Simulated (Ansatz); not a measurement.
Geometry optimisation, UHF/def2-SVP in Ansatz.

Input file:

```yaml
crystal:
  periodic: [false, false, false]
  atoms:
    - { symbol: Al, position_ang: [0.000404, 0.547929, -0.614031] }
    - { symbol: F, position_ang: [0.000933, 0.603121, 2.275879] }
    - { symbol: F, position_ang: [1.404089, -0.292817, -0.405148] }
    - { symbol: F, position_ang: [-1.403441, -0.291588, -0.400226] }
    - { symbol: F, position_ang: [-0.001985, -0.566645, 2.773526] }
magnetization:
  spin_polarized: true
  initial_magnetization: 1
basis:
  gaussian: { orbitals: def2-SVP }
hamiltonian:
  xc: hf
relax:
  f_tol: 0.03
  max_steps: 50
```

Run as:

```bash
$ ansatz run input.yaml --threads 1 --pin off --max-ram 2048MiB --backend cpu --events-out ev --progress --plain --runs-dir out
```

Problem. Where does it end, and by what steps?

Solution. The run converged. The force dipped under the threshold on the way, but the program's further checks kept it going. After 11 steps the energy has fallen by 1.710 eV; F2 moved furthest, 1.27 Å. Parted: F2–F5 (1.27 → 2.92 Å).

```json
{"step": "0", "energy less start (eV)": "0.0000", "largest force component (eV/Å)": "3.637", "accepted": "yes"}
{"step": "1", "energy less start (eV)": "-0.1102", "largest force component (eV/Å)": "0.754", "accepted": "yes"}
{"step": "2", "energy less start (eV)": "-0.1507", "largest force component (eV/Å)": "2.111", "accepted": "yes"}
{"step": "3", "energy less start (eV)": "-0.2948", "largest force component (eV/Å)": "3.082", "accepted": "yes"}
{"step": "4", "energy less start (eV)": "-0.6790", "largest force component (eV/Å)": "3.307", "accepted": "yes"}
{"step": "5", "energy less start (eV)": "-1.2660", "largest force component (eV/Å)": "1.482", "accepted": "yes"}
{"step": "6", "energy less start (eV)": "-1.3828", "largest force component (eV/Å)": "1.881", "accepted": "yes"}
{"step": "7", "energy less start (eV)": "-1.5757", "largest force component (eV/Å)": "0.711", "accepted": "yes"}
{"step": "8", "energy less start (eV)": "-1.6562", "largest force component (eV/Å)": "0.394", "accepted": "yes"}
{"step": "9", "energy less start (eV)": "-1.7063", "largest force component (eV/Å)": "0.182", "accepted": "yes"}
{"step": "10", "energy less start (eV)": "-1.7098", "largest force component (eV/Å)": "0.021", "accepted": "yes"}
{"step": "11", "energy less start (eV)": "-1.7102", "largest force component (eV/Å)": "0.023", "accepted": "yes"}
```

```xyz
5
Properties=species:S:1:pos:R:3
Al -0.035 0.393 -0.477
F 0.022 1.665 2.980
F 1.361 -0.481 -0.373
F -1.444 -0.454 -0.619
F 0.096 -1.123 2.118
```

Time of the run: 42 s on 1 thread of Intel(R) Xeon(R) Platinum 8488C (Sapphire Rapids) (shared host), peak memory 0.18 GiB.
